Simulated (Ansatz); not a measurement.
A nudged elastic band was laid between two geometries of ClGaH₅N₂ (9 atoms, charge 0, multiplicity 2).

Level of theory: UKS PBE/def2-SVP in Ansatz.

| Property | Result |
| --- | --- |
| movable images | 9 |
| climbing image | yes |
| spring | 5.0 eV/Å² |
| optimiser | quadratic models (default) |
| start path | through a guess of the saddle point |
| force threshold | 0.03 eV/Å |
| iteration limit | 60 |
| end points | relaxed |

First end point:

```xyz
9
Properties=species:S:1:pos:R:3
Ga 0.009 0.261 0.829
H -0.070 1.637 1.570
N 1.302 0.124 -0.635
H 1.476 -0.803 -1.047
H 1.354 0.835 -1.378
N -1.333 -0.063 -0.562
H -1.526 0.635 -1.293
H -1.392 -1.004 -0.975
Cl 0.179 -1.621 1.950
```

Last end point:

```xyz
9
Properties=species:S:1:pos:R:3
Ga 0.015 0.090 -0.099
H 0.050 0.106 2.125
N 1.519 0.314 -1.190
H 1.703 -0.470 -1.832
H 2.399 0.547 -0.715
N -1.552 -0.336 -1.026
H -2.401 -0.473 -0.465
H -1.780 0.297 -1.805
Cl 0.047 -0.076 3.466
```

**Question.** Which bonds break or form, and what moves?

**Answer.** Bonds broken: Ga1–H2, Ga1–Cl9. Bonds formed: H2–Cl9. ClGaH5N2 becomes ClH + GaH4N2.

**Question.** Give the energies along the band, and the barrier.

**Answer.** It converged. The highest image is number 6 of 0 to 10, 1.05 eV above the first end and 0.17 eV above the last; the last end lies 0.88 eV above the first. The profile has 3 maxima (images 3, 6, 9) with wells between them (images 4, 8): this band takes more than one step, which may be the mechanism or a detour left from its start path. A vibrational analysis at the climbing image gives one clearly imaginary mode, 365i cm⁻¹: a first-order saddle point.

| image | path coordinate (Å) | energy (eV) | Ga1–H2 (Å) | Ga1–Cl9 (Å) | H2–Cl9 (Å) |
| --- | --- | --- | --- | --- | --- |
| 0 | 0.00 | 0.00 | 1.56 | 2.20 | 3.29 |
| 1 | 1.28 | 0.14 | 1.57 | 2.20 | 3.29 |
| 2 | 2.56 | 0.23 | 1.61 | 2.20 | 3.24 |
| 3 | 3.83 | 0.24 | 1.63 | 2.20 | 3.25 |
| 4 | 5.11 | 0.23 | 1.61 | 2.20 | 3.25 |
| 5 | 6.39 | 0.45 | 1.60 | 2.24 | 2.81 |
| 6 | 7.67 | 1.05 | 1.73 | 2.72 | 1.65 |
| 7 | 9.43 | 0.96 | 2.14 | 3.34 | 1.36 |
| 8 | 11.20 | 0.88 | 2.33 | 3.55 | 1.34 |
| 9 | 12.97 | 0.91 | 2.28 | 3.45 | 1.34 |
| 10 | 14.74 | 0.88 | 2.22 | 3.57 | 1.35 |

**Question.** What is the geometry of the highest image?

**Answer.** 
```xyz
9
Properties=species:S:1:pos:R:3:forces:R:3
Ga 0.037 0.253 0.048 0.00 0.00 0.00
H 0.029 0.182 1.779 0.00 0.00 0.00
N 1.585 0.409 -0.955 0.00 0.00 0.00
H 2.446 0.557 -0.417 0.00 0.00 0.00
H 1.745 -0.371 -1.604 0.00 0.00 0.00
N -1.574 -0.036 -0.815 0.00 0.00 0.00
H -2.393 -0.207 -0.222 0.00 0.00 0.00
H -1.826 0.629 -1.554 0.00 0.00 0.00
Cl -0.048 -1.415 2.201 0.00 0.00 0.00
```

The run took 8.1 min on 4 threads of Arm Neoverse V1, on a shared host, peak memory 0.28 GiB.
